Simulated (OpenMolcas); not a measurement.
Run times for C2H2AlCl (SMILES C#[C][AlH][Cl])

C2H2AlCl has 6 atoms, charge 0, and is taken as a singlet. As SMILES, `C#[C][AlH][Cl]`. Geometry: a GFN2-xTB relaxation, a rough one for these elements and not checked as a minimum.

```xyz
6

C     0.2997    0.9480   -1.6312
C     0.1264    0.3756   -0.5777
Al   -0.1509   -0.5501    1.1051
Cl   -1.1521   -2.2974    1.2671
H     0.4560    1.4503   -2.5461
H     0.4209    0.0736    2.3827
```

Program: OpenMolcas 26.06. Hardware: 1 thread of Arm Neoverse V2, shared host, so times are rough. Two-electron integrals are exact unless an approximation is named.

**Question.** Estimate their order by wall time, quickest first.
A. energy and properties at BMK/def2-TZVP
B. energy at MP2/pcseg-2 (RICD fitting), 12 core orbitals frozen
C. gradient at HF/STO-3G

**Answer.** C (1.9 s), B (13 s), A (39 s).
